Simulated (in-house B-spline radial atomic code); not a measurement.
Ionisation energies with and without relativity, with size and susceptibility from the Dirac run. Dirac energy differences include first-order Breit, QED and recoil terms. NIST's values go from ground level to ground level; the uncertainty of those that are theory runs from under 0.1 % in few-electron ions to several per cent in heavy many-electron ones. Computed with a radial B-spline atomic code at the basis-set limit: non-relativistic Hartree-Fock and Dirac-Hartree-Fock, averages of the configuration (point nuclei without relativity, finite nuclei with it).

Some pairs differ by more than the removed electron.

| ion | configuration | configuration after | ionisation non-relativistic (eV) | ionisation Dirac Breit and QED (eV) | tabulated value (eV) | radius at density 0.001 (bohr) | diamagnetic susceptibility (10⁻⁶ cm³/mol) |
| --- | --- | --- | --- | --- | --- | --- | --- |
| Co | [Ar] 3d7 4s2 | [Ar] 3d8 | 6.198 | 6.640 | 7.88101 | 4.502 | -30.775 |
| Ni | [Ar] 3d8 4s2 | [Ar] 3d9 | 6.115 | 6.618 | 7.639878 | 4.435 | -29.496 |
| Cu | [Ar] 3d10 4s1 | [Ar] 3d10 | 6.408 | 6.560 | 7.72638 | 4.113 | -25.148 |
| Zn | [Ar] 3d10 4s2 | [Ar] 3d10 4s1 | 7.635 | 7.786 | 9.394197 | 4.313 | -27.234 |
| Ga | [Ar] 3d10 4s2 4p1 | [Ar] 3d10 4s2 | ? | ? | ? | ? | ? |
| Ge | [Ar] 3d10 4s2 4p2 | [Ar] 3d10 4s2 4p1 | 6.908 | 6.875 | 7.899435 | 4.504 | -33.075 |
| As | [Ar] 3d10 4s2 4p3 | [Ar] 3d10 4s2 4p2 | 8.391 | 8.356 | 9.78855 | 4.409 | -32.982 |
| Se | [Ar] 3d10 4s2 4p4 | [Ar] 3d10 4s2 4p3 | 9.940 | 9.906 | 9.752368 | 4.283 | -32.466 |
| Br | [Ar] 3d10 4s2 4p5 | [Ar] 3d10 4s2 4p4 | 11.565 | 11.531 | 11.81381 | 4.149 | -31.76 |
| Kr | [Ar] 3d10 4s2 4p6 | [Ar] 3d10 4s2 4p5 | ? | ? | ? | ? | ? |
| Rb | [Kr] 5s1 | [Ar] 3d10 4s2 4p6 | 3.742 | 3.799 | 4.177128 | 4.441 | -52.903 |
| Sr | [Kr] 5s2 | [Kr] 5s1 | ? | ? | ? | ? | ? |
| Zr | [Kr] 4d2 5s2 | [Kr] 4d2 5s1 | 5.440 | 5.600 | 6.634126 | 5.153 | -54.626 |
| Nb | [Kr] 4d4 5s1 | [Kr] 4d4 | 5.176 | 5.420 | 6.75885 | 4.82 | -48.096 |
| Mo | [Kr] 4d5 5s1 | [Kr] 4d5 | 5.337 | 5.610 | 7.09243 | 4.707 | -46.177 |

Problem. Fill in the row of Ga.

Solution. ionisation non-relativistic (eV): 5.477; ionisation Dirac Breit and QED (eV): 5.444; tabulated value (eV): 5.999302; radius at density 0.001 (bohr): 4.502; diamagnetic susceptibility (10⁻⁶ cm³/mol): -32.111.

Problem. Fill in the row of Kr.

Solution. ionisation non-relativistic (eV): 13.268; ionisation Dirac Breit and QED (eV): 13.235; tabulated value (eV): 13.99961; radius at density 0.001 (bohr): 4.017; diamagnetic susceptibility (10⁻⁶ cm³/mol): -30.971.

Problem. Fill in the row of Sr.

Solution. ionisation non-relativistic (eV): 4.678; ionisation Dirac Breit and QED (eV): 4.748; tabulated value (eV): 5.694867; radius at density 0.001 (bohr): 5.328; diamagnetic susceptibility (10⁻⁶ cm³/mol): -58.862.
